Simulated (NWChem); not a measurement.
Everything below was run with NWChem. System: trigermane (H8Ge3), charge 0, spin multiplicity 1, at a geometry optimised with PBE0/def2-SVP. Level: B3LYP/def2-TZVP, VWN1-RPA local correlation.

Job file:

```
start mol
memory heap 200 mb stack 900 mb global 1100 mb
geometry units angstroms nocenter noautoz
  Ge    -2.006350     0.000000     0.446005
  Ge     0.000000     0.000000    -0.918627
  Ge     2.006350     0.000000     0.446005
  H     -3.269077     0.000000    -0.436266
  H     -2.033696    -1.250161     1.345628
  H     -2.033696     1.250161     1.345628
  H      0.000000     1.245937    -1.829131
  H      0.000000    -1.245937    -1.829131
  H      2.033696    -1.250161     1.345628
  H      2.033696     1.250161     1.345628
  H      3.269077     0.000000    -0.436266
  symmetry group C2v
end
basis spherical
  * library def2-tzvp
end
dft
  xc b3lyp
  semidirect memsize 60000000 filesize 0
  iterations 100
end
task dft energy
```

Output (cleaned and shortened):

```
             Northwest Computational Chemistry Package (NWChem) 7.3.0
             --------------------------------------------------------

                                NWChem Input Module
                                -------------------

 Scaling coordinates for geometry "geometry" by  1.889725989
 (inverse scale =  0.529177249)

 Turning off AUTOSYM since
 SYMMETRY directive was detected!

                             Geometry "geometry" -> ""
                             -------------------------

 Output coordinates in angstroms (scale by  1.889725989 to convert to a.u.)

  No.       Tag          Charge          X              Y              Z
 ---- ---------------- ---------- -------------- -------------- --------------
    1 Ge                  32.0000    -2.00635000     0.00000000     0.44600500
    2 Ge                  32.0000     0.00000000     0.00000000    -0.91862700
    3 Ge                  32.0000     2.00635000     0.00000000     0.44600500
    4 H                    1.0000    -3.26907700     0.00000000    -0.43626600
    5 H                    1.0000    -2.03369600    -1.25016100     1.34562800
    6 H                    1.0000    -2.03369600     1.25016100     1.34562800
    7 H                    1.0000     0.00000000     1.24593700    -1.82913100
    8 H                    1.0000     0.00000000    -1.24593700    -1.82913100
    9 H                    1.0000     2.03369600    -1.25016100     1.34562800
   10 H                    1.0000     2.03369600     1.25016100     1.34562800
   11 H                    1.0000     3.26907700     0.00000000    -0.43626600

 Effective nuclear repulsion energy (a.u.)     747.0795743687

            Nuclear Dipole moment (a.u.)
            ----------------------------
        X                 Y               Z
 ---------------- ---------------- ----------------
     0.0000000000     0.0000000000    -0.0000491329

      Symmetry information
      --------------------

 Group name             C2v
 Group number             16
 Group order               4
 No. of unique centers     5

      Symmetry unique atoms

     1    2    4    5    7


 Summary of "ao basis" -> "" (spherical)
 ------------------------------------------------------------------------------
       Tag                 Description            Shells   Functions and Types
 ---------------- ------------------------------  ------  ---------------------
 *                         def2-tzvp                  on all atoms

                                 NWChem DFT Module
                                 -----------------

 Summary of "ao basis" -> "ao basis" (spherical)
 ------------------------------------------------------------------------------
       Tag                 Description            Shells   Functions and Types
 ---------------- ------------------------------  ------  ---------------------
 Ge                        def2-tzvp                16       48   6s5p4d1f
 H                         def2-tzvp                 4        6   3s1p

 Summary of "ao basis" -> "ao basis" (spherical)
 ------------------------------------------------------------------------------
       Tag                 Description            Shells   Functions and Types
 ---------------- ------------------------------  ------  ---------------------
 Ge                        def2-tzvp                16       48   6s5p4d1f
 H                         def2-tzvp                 4        6   3s1p

      Symmetry analysis of basis
      --------------------------

        a1         69
        a2         29
        b1         55
        b2         39

            General Information
            -------------------
          SCF calculation type: DFT
          Wavefunction type:  closed shell.
          No. of atoms     :    11
          No. of electrons :   104
           Alpha electrons :    52
            Beta electrons :    52
          Charge           :     0
          Spin multiplicity:     1
          Use of symmetry is: on ; symmetry adaption is: on
          Maximum number of iterations: 100
          AO basis - number of functions:   192
                     number of shells:    80
          Convergence on energy requested:  1.00D-06
          Convergence on density requested:  1.00D-05
          Convergence on gradient requested:  5.00D-04

              XC Information
              --------------
                         B3LYP Method XC Potential
                     Hartree-Fock (Exact) Exchange  0.200
                        Slater Exchange Functional  0.800 local
                    Becke 1988 Exchange Functional  0.720 non-local
              Lee-Yang-Parr Correlation Functional  0.810
                  VWN I RPA Correlation Functional  0.190 local

             Grid Information
             ----------------
          Grid used for XC integration:  medium
          Radial quadrature: Mura-Knowles
          Angular quadrature: Lebedev.
          Tag              B.-S. Rad. Rad. Pts. Rad. Cut. Ang. Pts.
          ---              ---------- --------- --------- ---------
          Ge                  1.25      112          13.0       590
          H                   0.35       45          15.0       434
          Grid pruning is: on
          Number of quadrature shells:   359
          Spatial weights used:  Erf1

          Convergence Information
          -----------------------
          Convergence aids based upon iterative change in
          total energy or number of iterations.
          Levelshifting, if invoked, occurs when the
          HOMO/LUMO gap drops below (HL_TOL):  1.00D-02
          DIIS, if invoked, will attempt to extrapolate
          using up to (NFOCK): 10 stored Fock matrices.

                    Damping( 0%)  Levelshifting(0.5)       DIIS
                  --------------- ------------------- ---------------
          dE  on:    start            ASAP                start
          dE off:    2 iters        100 iters           100 iters

      Screening Tolerance Information
      -------------------------------
          Density screening/tol_rho:  1.00D-10
          AO Gaussian exp screening on grid/accAOfunc:  14
          CD Gaussian exp screening on grid/accCDfunc:  20
          XC Gaussian exp screening on grid/accXCfunc:  20
          Schwarz screening/accCoul:  1.00D-08

      Superposition of Atomic Density Guess
      -------------------------------------

 Sum of atomic energies:       -6229.91666064

      Non-variational initial energy
      ------------------------------

 Total energy =   -6231.014437
 1-e energy   =  -10180.923064
 2-e energy   =    3202.829053
 HOMO         =      -0.290724
 LUMO         =       0.051306

      Symmetry analysis of molecular orbitals - initial
      -------------------------------------------------

  Numbering of irreducible representations:

     1 a1          2 a2          3 b1          4 b2

  Orbital symmetries:

     1 a1          2 a1          3 b1          4 a1          5 b1
     6 a1          7 b2          8 a1          9 b1         10 b2
    11 a2         12 b1         13 a1         14 a1         15 b1
    16 a1         17 b1         18 a1         19 b2         20 a1
    21 b1         22 a1         23 b1         24 b2         25 a2
    26 a1         27 b1         28 b1         29 a1         30 b2
    31 a1         32 a2         33 b1         34 b2         35 a2
    36 a1         37 b1         38 b2         39 a1         40 a2
    41 a1         42 b1         43 a1         44 b1         45 a1
    46 b2         47 a1         48 b1         49 a2         50 b2
    51 a1         52 b1         53 a1         54 b1         55 b2
    56 a1         57 a2         58 a1         59 a1         60 b1
    61 b2         62 b1

------------------------------------------------------------
EAF file 0: "./mol.aoints.0" size=524288 bytes
------------------------------------------------------------
               write      read    awrite     aread      wait
               -----      ----    ------     -----      ----
     calls:        1         0         0         0         0
   data(b): 5.24e+05  0.00e+00  0.00e+00  0.00e+00
   time(s): 0.00e+00  0.00e+00  0.00e+00  0.00e+00  0.00e+00
rate(mb/s): 0.00e+00  0.00e+00
------------------------------------------------------------

   convergence    iter        energy       DeltaE   RMS-Dens  Diis-err    time
 ---------------- ----- ----------------- --------- --------- ---------  ------
 d= 0,ls=0.0,diis     1  -6235.9173350336 -6.98D+03  4.83D-03  1.20D+00     3.8
 d= 0,ls=0.0,diis     2  -6235.9631419900 -4.58D-02  1.58D-03  1.03D-01     4.2
 d= 0,ls=0.0,diis     3  -6235.9677388201 -4.60D-03  5.59D-04  3.39D-02     4.6
 d= 0,ls=0.0,diis     4  -6235.9702186146 -2.48D-03  7.79D-05  5.57D-04     5.1
 d= 0,ls=0.0,diis     5  -6235.9702806467 -6.20D-05  1.37D-05  6.10D-05     5.5
  Resetting Diis
 d= 0,ls=0.0,diis     6  -6235.9702830603 -2.41D-06  4.13D-06  1.04D-06     5.9
 d= 0,ls=0.0,diis     7  -6235.9702831770 -1.17D-07  1.23D-06  3.63D-08     6.3

         Total DFT energy =    -6235.970283176955
      One electron energy =   -10181.293559296662
           Coulomb energy =     3438.493021435473
    Exchange-Corr. energy =     -240.249319684431
 Nuclear repulsion energy =      747.079574368664

 Numeric. integr. density =      104.000069586330

     Total iterative time =      5.3s

                  Occupations of the irreducible representations
                  ----------------------------------------------

                     irrep           alpha         beta
                     --------     --------     --------
                     a1               21.0         21.0
                     a2                6.0          6.0
                     b1               16.0         16.0
                     b2                9.0          9.0

                       DFT Final Molecular Orbital Analysis
                       ------------------------------------

 Vector   50  Occ=2.000000D+00  E=-3.325885D-01  Symmetry=b2
              MO Center= -3.3D-13,  1.6D-12, -2.7D-01, r^2= 6.2D+00
   Bfn.  Coefficient  Atom+Function         Bfn.  Coefficient  Atom+Function
  ----- ------------  ---------------      ----- ------------  ---------------
    65      0.233536   2 Ge py              164      0.172580   7 H  s
   170     -0.172580   8 H  s                17     -0.158092   1 Ge py
   113     -0.158092   3 Ge py               68      0.150654   2 Ge py
   152      0.119432   5 H  s               158     -0.119432   6 H  s
   176      0.119432   9 H  s               182     -0.119432  10 H  s

 Vector   51  Occ=2.000000D+00  E=-3.046453D-01  Symmetry=a1
              MO Center=  2.2D-16,  7.6D-15, -3.2D-01, r^2= 4.8D+00
   Bfn.  Coefficient  Atom+Function         Bfn.  Coefficient  Atom+Function
  ----- ------------  ---------------      ----- ------------  ---------------
    66      0.317296   2 Ge pz               69      0.210343   2 Ge pz
    18     -0.164801   1 Ge pz              114     -0.164801   3 Ge pz
    60     -0.148758   2 Ge pz              164     -0.141487   7 H  s
   170     -0.141487   8 H  s                16      0.123254   1 Ge px
   112     -0.123254   3 Ge px              165     -0.107125   7 H  s

 Vector   52  Occ=2.000000D+00  E=-2.803060D-01  Symmetry=b1
              MO Center= -1.2D-11, -1.2D-15, -1.8D-01, r^2= 5.2D+00
   Bfn.  Coefficient  Atom+Function         Bfn.  Coefficient  Atom+Function
  ----- ------------  ---------------      ----- ------------  ---------------
    64      0.338689   2 Ge px               16     -0.235588   1 Ge px
   112     -0.235588   3 Ge px               67      0.208476   2 Ge px
    19     -0.164237   1 Ge px              115     -0.164237   3 Ge px
    58     -0.153865   2 Ge px               18      0.128844   1 Ge pz
   114     -0.128844   3 Ge pz               10      0.109259   1 Ge px

 Vector   53  Occ=0.000000D+00  E=-1.258533D-02  Symmetry=a1
              MO Center= -4.5D-15, -2.2D-16, -1.1D-01, r^2= 8.4D+00
   Bfn.  Coefficient  Atom+Function         Bfn.  Coefficient  Atom+Function
  ----- ------------  ---------------      ----- ------------  ---------------
    54      1.381625   2 Ge s                 6     -0.966863   1 Ge s
   102     -0.966863   3 Ge s                69      0.580300   2 Ge pz
    21      0.556337   1 Ge pz              117      0.556337   3 Ge pz
   147      0.491539   4 H  s               189      0.491539  11 H  s
    19     -0.305820   1 Ge px              115      0.305820   3 Ge px

 Vector   54  Occ=0.000000D+00  E= 4.144321D-03  Symmetry=a1
              MO Center= -4.6D-15,  4.3D-15, -1.6D-01, r^2= 7.9D+00
   Bfn.  Coefficient  Atom+Function         Bfn.  Coefficient  Atom+Function
  ----- ------------  ---------------      ----- ------------  ---------------
    54      1.828415   2 Ge s                19     -0.893475   1 Ge px
   115      0.893475   3 Ge px              147     -0.676238   4 H  s
   189     -0.676238  11 H  s               165     -0.599617   7 H  s
   171     -0.599617   8 H  s                53      0.179387   2 Ge s
    69      0.177340   2 Ge pz              153     -0.172042   5 H  s

 Vector   55  Occ=0.000000D+00  E= 4.819005D-03  Symmetry=b1
              MO Center=  3.3D-13,  8.8D-14, -3.6D-02, r^2= 8.4D+00
   Bfn.  Coefficient  Atom+Function         Bfn.  Coefficient  Atom+Function
  ----- ------------  ---------------      ----- ------------  ---------------
     6      1.564167   1 Ge s                67      1.563069   2 Ge px
   102     -1.564167   3 Ge s                19      0.666607   1 Ge px
   115      0.666607   3 Ge px              153     -0.448712   5 H  s
   159     -0.448712   6 H  s               177      0.448712   9 H  s
   183      0.448712  10 H  s                64      0.203474   2 Ge px

 center of mass
 --------------
 x =   0.00000000 y =   0.00000000 z =  -0.00912019

 moments of inertia (a.u.)
 ------------------
         412.962161919507           0.000000000000          -0.000000000000
           0.000000000000        2641.024045687905           0.000000000000
          -0.000000000000           0.000000000000        2295.408881219200

     Multipole analysis of the density
     ---------------------------------

     L   x y z        total         alpha         beta         nuclear
     -   - - -        -----         -----         ----         -------
     0   0 0 0     -0.000000    -52.000000    -52.000000    104.000000

     1   1 0 0      0.000000      0.000000      0.000000      0.000000
     1   0 1 0      0.000000      0.000000      0.000000      0.000000
     1   0 0 1     -0.022857     -0.011404     -0.011404     -0.000049

     2   2 0 0    -44.809215   -550.110757   -550.110757   1055.412299
     2   1 1 0     -0.000000     -0.000000     -0.000000      0.000000
     2   1 0 1      0.000000      0.000000      0.000000     -0.000000
     2   0 2 0    -43.925202    -38.668626    -38.668626     33.412049
     2   0 1 1      0.000000      0.000000      0.000000      0.000000
     2   0 0 2    -44.483399   -118.749504   -118.749504    193.015608

 Task  times  cpu:        6.4s     wall:        6.4s

 Total times  cpu:        6.4s     wall:        6.4s
```
